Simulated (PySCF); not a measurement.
Cd⁺: interval between two levels

Cd⁺ [Kr] 4d10 5s1 [2S1/2, M_J = 1/2] → Cd⁺ [Kr] 4d9 5s1 5p1 [4F9/2, M_J = 9/2], as a difference of total energies. Calculation: PySCF 2.14, in x2c-SVPall-2c with one added diffuse shell each of s, p, d type (7s10p7d1f, 79 functions); the two-component X2C-1e Hamiltonian. Correlated levels: [Ar] 3d10 frozen; the 6 highest virtual spinors dropped. "Screened" scales the spin-orbit matrix elements by Boettger's factors to mimic the two-electron term; Breit and QED terms are absent.

| method | interval between two levels (cm⁻¹) |
| --- | --- |
| GHF (spin-free) | 102740 |
| GMP2 (spin-free) | 110470 |
| GHF (screened spin-orbit) | 101410 |
| GMP2 (screened spin-orbit) | 109090 |

The labels give the starting determinants; with spin-orbit coupling the two ends relaxed to ⟨J²⟩ = 0.75, ⟨L²⟩ = 0.02, ⟨S²⟩ = 0.77 and ⟨J²⟩ = 24.77, ⟨L²⟩ = 12.03, ⟨S²⟩ = 3.77.
